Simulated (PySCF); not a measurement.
# Al₃S⁺: from structure and modes to constants

These are results of PBE0 in PySCF with S def2-TZVP, Al def2-TZVP; no relativity; density-fitted integrals, not measurements.

The singlet minimum has D3h symmetry. Masses (u): S 31.97207, Al 26.98154.

```xyz
4
charge 1 multiplicity 1, angstrom
S     0.0000    0.0000    0.0000
Al    2.4127    0.0000    0.0000
Al   -1.2064    2.0894    0.0000
Al   -1.2063   -2.0894    0.0000
```

Harmonic wavenumbers (cm⁻¹): 58.5 (a2'', ×1), 72.2 (e', ×2), 266.8 (a1', ×1), 312.7 (e', ×2).

**Question.** What is the harmonic zero-point energy?

**Answer.** Half the sum of all 6 wavenumbers, 1095/2 = 547 cm⁻¹, which is 6.5 kJ/mol (1 cm⁻¹ = 0.0119627 kJ/mol).

**Question.** Find the vibrational entropy and heat capacity at 298.15 K.

**Answer.** With u = 1.43878 ω/T, each mode gives S = R[u/(eᵘ−1) − ln(1−e⁻ᵘ)] and C = R u² eᵘ/(eᵘ−1)².
```json
{"ω (cm⁻¹)": "58.5", "u": "0.282", "S (J/(mol K))": "18.86", "C (J/(mol K))": "8.26"}
{"ω (cm⁻¹)": "72.2 (×2)", "u": "0.348", "S (J/(mol K))": "17.13", "C (J/(mol K))": "8.23"}
{"ω (cm⁻¹)": "266.8", "u": "1.287", "S (J/(mol K))": "6.77", "C (J/(mol K))": "7.26"}
{"ω (cm⁻¹)": "312.7 (×2)", "u": "1.509", "S (J/(mol K))": "5.64", "C (J/(mol K))": "6.90"}
```
The sums over all modes are S = 71.2 and C = 45.8 J/(mol K); the softest mode gives 27 % of the entropy (each member, where degenerate).

Other isomers or separated fragments may lie lower.
